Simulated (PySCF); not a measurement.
Input for PySCF: R-B3LYP/6-31G* on ClGeHO (SMILES [OH][Ge][Cl]), a point of a torsion scan.

```python
from pyscf import gto, scf, dft, mp
from pyscf.data.elements import chemcore

mol = gto.M(
    atom='''
    O    -1.00411086    0.25879851    0.21863654
    Ge    0.62464873    0.84804905   -0.18771710
    Cl    0.21040413    2.92824794    0.20292481
    H    -1.47636597   -0.49455093   -0.12296919
    ''',
    basis='6-31g*',
    cart=True,
    charge=0, spin=0, verbose=3, max_memory=1800)
mf = dft.RKS(mol, xc='b3lyp')
mf.conv_tol = 1e-8
mf.max_cycle = 100
mf.kernel()
if not mf.converged:
    mf = mf.newton().run(mf.mo_coeff, mf.mo_occ)
```

The log:

```
converged SCF energy = -2612.84707675712
```

Self-consistency was reached.

Cost: about 10 core-seconds (a rough figure).
